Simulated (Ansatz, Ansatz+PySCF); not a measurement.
```xyz
4

Li    0.0000    0.0000   -0.3995
H     0.0000    0.0000    1.1984
H    10.0000    0.0000   -0.8282
F    10.0000    0.0000    0.0920
```

Basis set: STO-3G (spherical functions). Correlated methods keep 1 orbital frozen. Charge 0, multiplicity 1.

Computed with Ansatz (development build ahead of 0.2.0); each method stands on the lowest determinant of its kind that the runs found. Restricted open shells among the atoms or ions are ROHF, correlated in semicanonical orbitals with singles.

(1) Give the atomization energy at this shape (free ground-state atoms in the same class of orbitals less the molecule, no zero-point energy) of singlet LiH₂F in separate pieces by RHF-CCSD(T), UHF-MP2, RHF.

Results:

(1)

| method | atomization energy |
| --- | --- |
| RHF-CCSD(T) | 6.64 eV |
| UHF-MP2 | 6.20 eV |
| RHF | 5.38 eV |

This basis has no polarisation functions and is too small for such energies, which can lie far from measured ones in either direction.
